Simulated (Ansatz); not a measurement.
Isolated molecules relaxed with PBE0-D4/def2-TZVP in Ansatz; ΔE leaves out vibrations. CBS: MP2 limit from def2 TZ/QZ plus the TZ coupled-cluster correction, frozen cores. This one scheme is used for every species. DFT in def2-TZVPP. HSE06 is defined as in plane-wave codes. One conformer a species, not always the lowest.

Reaction (silylene formation by 1,1-elimination): `NC[SiH](N)F` → `NCF` + `N[SiH]`

`NC[SiH](N)F`:

Cartesian coordinates in Å:
```
N -1.570 0.508 -0.020
C -0.707 -0.373 0.770
Si 0.909 -0.596 -0.143
N 1.505 0.950 -0.492
F 0.568 -1.470 -1.456
H -1.846 0.053 -0.881
H -2.421 0.730 0.481
H -0.471 0.124 1.717
H -1.153 -1.345 1.028
H 1.932 -1.382 0.586
H 0.841 1.680 -0.701
H 2.412 1.122 -0.889
```

`NCF`:

```xyz
7

N    -0.195    0.487   -0.723
C    -0.086   -0.427    0.335
F     0.950   -0.127    1.237
H    -0.417    1.422   -0.412
H     0.628    0.509   -1.308
H    -1.006   -0.436    0.922
H     0.127   -1.426   -0.050
```

`N[SiH]`:

Cartesian coordinates in Å:
```
N 0.073 0.023 0.559
Si -1.006 -0.035 -0.763
H 1.080 0.025 0.507
H -0.257 0.059 1.510
H 0.110 -0.072 -1.813
```

CCSD(T)/CBS gives +3.67 eV.

(1) Another level gave +3.68 eV. Which?
A. HSE06/def2-TZVPP
B. BHLYP-D4/def2-TZVPP
C. CAM-B3LYP-D4/def2-TZVPP
D. PBE-QIDH/def2-TZVPP

(2) What do rigid-rotor, harmonic-oscillator terms from PBE0-D4/def2-TZVP frequencies (298.15 K, 1 bar) make of the CCSD(T)/CBS value? (An estimate is asked.)

Largest T1 diagnostic among the species: 0.015.

## Answers

(1) B. BHLYP-D4 3.68, HSE06 3.49, PBE-QIDH 3.75, CAM-B3LYP-D4 3.59 eV.

(2) Computed: ΔZPE = -0.05 eV, ΔH = +3.63 eV, ΔS = 157 J/(mol·K), ΔG = +3.14 eV.

The D4 term adds +0.17 eV with B3LYP and +0.09 eV with PBE0; it sums over pairs of atoms, weighted by their polarisabilities, and B3LYP, whose exchange is more repulsive, gets the larger term. In def2-TZVPP, CCSD(T) changes the Hartree–Fock value by +0.07 eV (the triples alone add −0.00 eV) and MP2 by +0.32 eV. At CCSD(T), def2-SVP lies −0.50 eV from the extrapolated value and def2-TZVPP −0.11 eV.

B3LYP here is the variant with VWN-RPA as its local correlation; programs differ in this.
